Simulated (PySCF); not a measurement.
## Field gradients at the hydrogen positions

C8H13P.
Atom-mapped SMILES: `[CH3:1][CH2:2][C:3]([CH3:4])=[C:5]=[P:6][CH:7]1[CH2:8][CH2:9]1` (hydrogens: H10, H11, H12 on C1; H13, H14 on C2; H15, H16, H17 on C4; H18 on C7; H19, H20 on C8; H21, H22 on C9)

Structure used (GFN2-xTB), in Å, numbered top down from 1:
```xyz
22
C8H13P angstrom
C     -3.2016   -0.9667    0.7414
C     -2.3143   -0.3465   -0.3377
C     -1.2435    0.5208    0.2815
C     -1.6434    1.9283    0.6253
C     -0.0391    0.0697    0.4923
P      1.3995   -0.5782    0.9251
C      2.3949   -0.1963   -0.5906
C      3.4683   -1.1642   -1.0066
C      3.8476    0.1543   -0.4218
H     -3.7006   -0.1964    1.3250
H     -3.9613   -1.5991    0.2875
H     -2.6012   -1.5735    1.4153
H     -1.8481   -1.1454   -0.9173
H     -2.9253    0.2593   -1.0109
H     -0.8397    2.4429    1.1456
H     -2.5280    1.9207    1.2607
H     -1.8851    2.4801   -0.2838
H      1.8453    0.3103   -1.3753
H      3.6190   -2.0479   -0.4033
H      3.6225   -1.3287   -2.0628
H      4.2569    0.1661    0.5783
H      4.2668    0.9097   -1.0696
```

Level: PBE0/pcSseg-1 (PySCF, non-relativistic); Q(2H) = 0.00286 b; rigid geometry, the same for H and D, with no vibrational averaging.

Question: Rank these positions by the coupling χzz of a deuteron there, largest first.
A. H14 (methylene hydrogen)
B. H20 (methylene hydrogen)
C. H18 (methine hydrogen)
D. H17 (methyl hydrogen)
E. H10 (methyl hydrogen)

Answer: B (223 kHz), C (217 kHz), E (212 kHz), D (208 kHz), A (203 kHz).

Question: What are Vzz, η and χzz (234.96 MHz × Q × Vzz) at all hydrogens?

Answer: 
```tsv
atom	bonded to	bond length (Å)	Vzz (au)	η	χzz (kHz)
H10	C1	1.088	0.3153	0.03	212
H11	C1	1.088	0.3158	0.02	212
H12	C1	1.088	0.3125	0.02	210
H13	C2	1.092	0.3019	0.02	203
H14	C2	1.092	0.3023	0.03	203
H15	C4	1.087	0.3129	0.02	210
H16	C4	1.089	0.3117	0.03	209
H17	C4	1.091	0.3093	0.03	208
H18	C7	1.084	0.3231	0.07	217
H19	C8	1.081	0.3283	0.08	221
H20	C8	1.080	0.3317	0.07	223
H21	C9	1.081	0.3281	0.08	221
H22	C9	1.080	0.3322	0.07	223
```

Question: How does χzz go with the bond length over the 13 C–H bonds?

Answer: A straight-line fit has a slope of -15.2 kHz for each 0.01 Å, with a correlation coefficient of -0.99, over lengths from 1.080 to 1.092 Å. The longer bonds have the smaller couplings here.

Question: Give the 2H NMR doublet splittings at H15 for a magnetic field along the z, y and x axes of the gradient: 3χ/2, 3χ(1 + η)/4, 3χ(1 − η)/4.

Answer: With |χ| = 210.3 kHz and η = 0.024: 315, 162 and 154 kHz, to first order and without motion.

Geometry: GFN2-xTB, one conformer, isolated molecule. GFN2-xTB bond lengths can be off by several hundredths of an ångström, more for odd bonds, and the gradients follow them. The small basis limits the accuracy of the gradients.
